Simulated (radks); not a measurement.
All-electron atom: Yb XLIX in [Ar] 3d4. All-electron calculation, scalar-relativistic Kohn-Sham, SCAN, spin-polarised, spherical densities, finite nucleus; open shells are filled with parallel spins first (spin-orbit coupling, left out, can overturn this in heavy ions); meta-GGA in the generalised Kohn-Sham scheme; Fermi nuclear charge, rms radius 5.3108 fm. Program: a radial shooting solver on a logarithmic mesh with Libxc functionals.

Radial electron density D(r) = 4 pi r^2 rho(r):

r (bohr)  D(r) (e/bohr)  spin D(r)
0.001703          13.61  -0.000635
0.001905          16.04  -0.000746
0.002131          18.84  -0.000874
0.002365          21.80   -0.00101
0.002645          25.40   -0.00117
0.002935          29.16   -0.00134
0.003283          33.66   -0.00153
0.003642          38.26   -0.00173
0.004074          43.64   -0.00196
0.004521          49.01   -0.00218
0.005056          55.11   -0.00242
0.005656          61.42   -0.00266
0.006275          67.35   -0.00286
0.007019          73.60   -0.00303
0.007788          79.10   -0.00312
0.008711          84.43   -0.00310
0.009666          88.60   -0.00290
0.01081           92.00   -0.00236
0.012             93.97   -0.00137
0.01342           94.69   0.000603
0.01501           93.98    0.00415
0.01665           92.22    0.00985
0.01863           89.53     0.0205
0.02067           86.84     0.0372
0.02312           84.45     0.0672
0.02565           83.41      0.114
0.02869           84.30      0.195
0.03184           87.38      0.317
0.03561           93.16      0.524
0.03983           100.9      0.849
0.0442            108.7       1.30
0.04943           116.0       2.03
0.05485           120.1       2.98
0.06135           120.1       4.39
0.06808           115.2       6.12
0.07614           105.2       8.47
0.08449           93.12       11.1
0.0945            80.08       14.3
0.1057            70.10       17.6
0.1173            65.52       20.5
0.1312            65.89       22.9
0.1456            69.48       24.1
0.1628            73.42       23.8
0.1807            73.83       22.1
0.2021            68.51       18.9
0.2242            58.27       15.0
0.2508            43.72       10.6
0.2805            28.84       6.76
0.3113            17.27       3.97
0.3482            8.578       1.96
0.3863            3.854      0.889
0.4321            1.364      0.322
0.4794           0.4340      0.106
0.5363           0.1021     0.0263
0.595           0.02138    0.00585
0.6656         0.003059   0.000903

D(r) has 3 maxima, at r = 0.0134, 0.0580, 0.174 bohr, and minima at 0.0261, 0.123 bohr, inside which lie 1.94, 11.02 electrons.
